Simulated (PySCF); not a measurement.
Species: C₁₀H₂₀.
Atom-mapped SMILES: `[CH3:1][C:2]([CH3:3])([CH3:4])[CH:5]1[CH2:6][CH2:7][CH2:8][CH2:9][CH2:10]1` (hydrogens: H11, H12, H13 on C1; H14, H15, H16 on C3; H17, H18, H19 on C4; H20 on C5; H21, H22 on C6; H23, H24 on C7; H25, H26 on C8; H27, H28 on C9; H29, H30 on C10)

A GFN2-xTB structure was refined with PySCF 2.14.0, PBE0-D3(BJ)/def2-SVP geometry optimisation, gas phase. Its GFN2-xTB values:

```csv
coordinate,GFN2-xTB
C1–C2,1.530 Å
C1–H11,1.088 Å
C2–C5,1.553 Å
C3–H14,1.088 Å
C5–C6,1.533 Å
C5–H20,1.098 Å
C6–C7,1.527 Å
C6–H21,1.090 Å
C6–H22,1.091 Å
C7–C8,1.524 Å
C7–H23,1.092 Å
C7–H24,1.093 Å
C8–H25,1.092 Å
C8–H26,1.093 Å
C1–C2–C3,108.6°
C1–C2–C5,112.7°
C2–C5–C6,113.7°
C3–C2–C4,107.5°
C5–C6–C7,110.9°
C6–C5–C10,108.0°
C6–C7–C8,110.7°
C7–C8–C9,109.7°
C5–C6–C7–C8,59°
C6–C7–C8–C9,-57°
C7–C8–C9–C10,57°
C8–C9–C10–C5,-59°
```

Problem. How do these coordinates change at the PBE0-D3(BJ)/def2-SVP level?

Solution. 
```tsv
coordinate	PBE0-D3(BJ)/def2-SVP (Å or °)	change
C3–H14	1.102	+0.014
C1–H11	1.102	+0.014
C6–H22	1.105	+0.014
C8–H26	1.105	+0.012
C7–H24	1.105	+0.012
C5–H20	1.109	+0.011
C6–H21	1.100	+0.010
C8–H25	1.102	+0.010
C7–H23	1.102	+0.010
C2–C5	1.556	+0.003
C1–C2	1.532	+0.002
C7–C8	1.523	-0.001
C6–C7	1.526	-0.001
C5–C6	1.533	0.000
C5–C6–C7	112.1	+1.2
C7–C8–C9	110.8	+1.1
C6–C5–C10	109.0	+1.0
C6–C7–C8	111.7	+1.0
C1–C2–C5	112.0	-0.7
C2–C5–C6	114.3	+0.6
C1–C2–C3	108.8	+0.2
C3–C2–C4	107.7	+0.2
C5–C6–C7–C8	56	-3
C8–C9–C10–C5	-56	+3
C6–C7–C8–C9	-54	+3
C7–C8–C9–C10	54	-3
```

The energy falls by 1.8 kcal/mol over 4 energy and gradient evaluations, the largest force component goes from 0.0158 to 2.6e-04 Eh/bohr, and the atoms move by 0.030 Å rms after alignment. Among the bonds, 11 bonds (C1–H11, C1–H12, C1–H13, C3–H14, C3–H15, C3–H16 and others) change most and about equally (+0.013 to +0.014 Å). Bonds longer at the end by more than 0.005 Å: 20 of 30; shorter: 0. Rotational constants go from 2277, 874.4, 763.3 to 2259, 869.1, 757.1 MHz.

The run used 240 basis functions and 26 SCF cycles in all. Hardware: an Arm Neoverse V2 with one thread, shared host. Cost: 2.5 min wall.

No PBE0-D3(BJ)/def2-SVP frequencies stand behind this structure, so it isn't proved a minimum. One conformer, not necessarily the lowest.
